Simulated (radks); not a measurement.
Correlation energies from several functionals, in hartree. Species: Rh4+ [Kr] 4d5; K+ [Ar]; Li2+ 1s1. Method: non-relativistic Kohn-Sham, PBE, spin-polarised, spherical densities, point nucleus; computed with a radial shooting solver on a logarithmic mesh with Libxc functionals. Every spin shell is full or empty, so the densities are truly spherical. Functionals are evaluated on that one density, not self-consistently.

| functional | Rh4+ | K+ | Li2+ |
|---|---|---|---|
| PW92 | -3.9656 | -1.4710 | -0.034134 |
| VWN5 | -3.9840 | -1.4777 | -0.034070 |
| Wigner | -2.1125 | -0.93957 | 0 |
| Chachiyo | -3.9082 | -1.4450 | -0.033793 |
| PBEsol | -2.4511 | -0.83994 | -0.0085577 |
| PW91 | -2.3433 | -0.79236 | -0.0076883 |
| AM05 | -3.6891 | -1.3380 | -0.029805 |
| TPSS | -2.1607 | -0.72884 | 0 |
| r2SCAN | -2.1573 | -0.71639 | 0 |
| B95 | -2.6372 | -0.84976 | 0 |
